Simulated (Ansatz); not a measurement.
CHN (SMILES C#N) at its CCSD(T)/cc-pVQZ minimum, average atomic masses, point group C∞v.
(charge 0, multiplicity 1):
```xyz
3

C      0.00000     0.00000    -0.55957
N      0.00000     0.00000     0.59687
H      0.00000     0.00000    -1.62640
```

Correlated levels freeze the cores.

The values were computed with Ansatz (Gaussian orbitals). Each number belongs to the level named beside it.

Harmonic frequencies (cm⁻¹): 722 722 2123 3435.

Q: Work out the rotational constants, the zero-point energy, and the ideal-gas entropy and heat capacity at 298.15 K and 1 bar (rigid rotor, harmonic oscillator).

A: 
Principal moments 11.417 u Å² give 16.8576/I = 1.477 cm⁻¹. Zero point: Σω/2 = 3500 cm⁻¹ = 10.01 kcal/mol. Translation R(1.5 ln M + 2.5 ln T − 1.1517) with M = 27.026 u: 149.97 J/(mol K). Rotation with σ = 1: q = 140.3, S = R(ln q + 1) = 49.42. Vibration, summed over R(u/(eᵘ − 1) − ln(1 − e⁻ᵘ)) with u = 1.43878ω/T: 2.36, of which the lowest mode gives 1.18. S° = 201.8 J/(mol K); C_p = 7R/2 + 6.63 = 35.73 J/(mol K).

Ansatz is a first-principles code.
